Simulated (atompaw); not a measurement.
**Which change was made? (Cs, PAW (atompaw))**

atompaw 4.2.0.5 input, output lines left out:

```
Cs 55
LDA-PW scalarrelativistic loggrid 2001 logderivrange -4 5 226
6 6 5 0 0 0
6 0 0.75
6 1 0.25
5 2 0
0 0 0
c
c
c
c
v
v
c
c
c
v
v
c
c
v
2
3.00 2.35 2.00 2.00
n
n
y
2.6
n
bloechl sinc
bessel
```

Cutoffs, loose and tight: the cutoffs (Ry, on a coarse ladder) from which the occupation-weighted sum of valence levels, in a spherical-Bessel basis at the reference potential, stays within 10 and 1 mRy of its value at 400 Ry. They see the waves, projectors and local potential, not the compensation charge or the core.

The base gives: outcome: generated; cutoff, loose: 12 Ry; cutoff, tight: 15 Ry; bound ghosts: none.

(1) After one change the result is: outcome: generated; cutoff, loose: 10 Ry; cutoff, tight: 12 Ry; bound ghosts: none. Which change was it?
A. all radii scaled by about 0.76 (s 1.74, p 1.78, d 2.28 bohr); local potential bessel scheme, radius 1.52 bohr; augmentation sinc compensation charge, radius 1.78 bohr; PAW radius 2.28 bohr; waves and projectors: bloechl; core correction smooth core density matched at 1.52 bohr
B. all radii scaled by about 0.83 (s 1.92, p 1.96, d 2.50 bohr); local potential bessel scheme, radius 1.66 bohr; augmentation sinc compensation charge, radius 1.96 bohr; PAW radius 2.50 bohr; waves and projectors: bloechl; core correction smooth core density matched at 1.66 bohr
C. all radii scaled by about 1.29 (s 2.96, p 3.02, d 3.86 bohr); local potential bessel scheme, radius 2.58 bohr; augmentation sinc compensation charge, radius 3.02 bohr; PAW radius 3.86 bohr; waves and projectors: bloechl; core correction smooth core density matched at 2.58 bohr

Results:

(1) C. The others give: all radii scaled by about 0.76 (s 1.74, p 1.78, d 2.28 bohr); local potential bessel scheme, radius 1.52 bohr; augmentation sinc compensation charge, radius 1.78 bohr; PAW radius 2.28 bohr; waves and projectors: bloechl; core correction smooth core density matched at 1.52 bohr → outcome: generated; cutoff, loose: 12 Ry; cutoff, tight: 21 Ry; bound ghosts: p | all radii scaled by about 0.83 (s 1.92, p 1.96, d 2.50 bohr); local potential bessel scheme, radius 1.66 bohr; augmentation sinc compensation charge, radius 1.96 bohr; PAW radius 2.50 bohr; waves and projectors: bloechl; core correction smooth core density matched at 1.66 bohr → outcome: failed: atompaw: terminating projector 1000.
